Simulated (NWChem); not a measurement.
System: C₅H₉N; SMILES C(CCC#N)C

```xyz
15

C      0.4955    -2.8408     0.0000
C     -0.4553    -1.6542     0.0000
C      0.2639    -0.3120     0.0000
C     -0.7076     0.8710     0.0000
C     -0.0397     2.1672     0.0000
N      0.5064     3.1877     0.0000
H      1.1477    -2.8318     0.8879
H     -0.0523    -3.7949     0.0000
H      1.1477    -2.8318    -0.8879
H     -1.1198    -1.7102     0.8805
H     -1.1198    -1.7102    -0.8805
H      0.9230    -0.2384    -0.8813
H      0.9230    -0.2384     0.8813
H     -1.3679     0.8270     0.8826
H     -1.3679     0.8270    -0.8826
```
Atoms are numbered in this order, from 1.

Results from NWChem. Pople sets run with spherical d functions. Coordinates come from a PBE0/def2-SVP optimisation. Total energies compare along this basis series because the functional is fixed.

| level | basis functions | energy (Ha) | highest occupied level (eV) | orbital gap (eV) | dipole (D) |
|---|---|---|---|---|---|
| B3LYP/STO-3G | 39 | -247.6071 | -7.32 | 11.25 | 3.26 |
| B3LYP/3-21G | 72 | -249.3312 | -8.74 | 10.00 | 3.88 |
| B3LYP/6-31G* | 102 | -250.6908 | -8.64 | 9.66 | 4.12 |
| B3LYP/6-31+G* | 126 | -250.7009 | -8.94 | 8.86 | 4.39 |
| B3LYP/def2-SVP | 129 | -250.5111 | … | … | … |
| B3LYP/def2-SVPD | 192 | -250.5268 | -9.01 | 9.03 | 4.37 |
| B3LYP/def2-TZVP | 240 | -250.7944 | -8.94 | 9.16 | 4.36 |

Question: Fill in the missing entries.

Answer: 
- B3LYP/def2-SVP, highest occupied level (eV): -8.83
- B3LYP/def2-SVP, orbital gap (eV): 9.52
- B3LYP/def2-SVP, dipole (D): 4.05
